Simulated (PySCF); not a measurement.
# Working out the ionisation energy of Mo

Mo [Kr] 4d5 5s1 (7S) → Mo⁺ [Kr] 4d5 (6S). Calculation: PySCF 2.14, in aug-cc-pVDZ-PP with ECP28MDF; a scalar-relativistic core potential. Frozen: 4s2 4p6. Energies in hartree (1 hartree = 27.21139 eV):

```tsv
part	Mo (lower)	Mo⁺ (upper)
UHF	-67.344195	-67.114292
MP2 opposite-spin	0.000000	0.000000
MP2 same-spin	-0.065320	-0.045751
```

Problem. What does Hartree-Fock give?

Solution. (-67.114292) − (-67.344195) = 0.229903 hartree = 6.256 eV.

Problem. What do MP2 and SCS-MP2 (6/5 opposite-spin, 1/3 same-spin) give?

Solution. The opposite-spin parts differ by 0.000 eV and the same-spin parts by 0.532 eV. MP2: 6.256 + (0.000) + (0.532) = 6.788 eV. SCS-MP2: 6.256 + 1.2 × (0.000) + (0.532)/3 = 6.433 eV.

Measured between the centres of the two terms (NIST): 7.092 eV, so MP2 (valence) is off by -0.304 eV.

A double-zeta basis recovers only part of the correlation energy.

What remains against the reference includes basis incompleteness, the frozen core and correlation beyond second order.
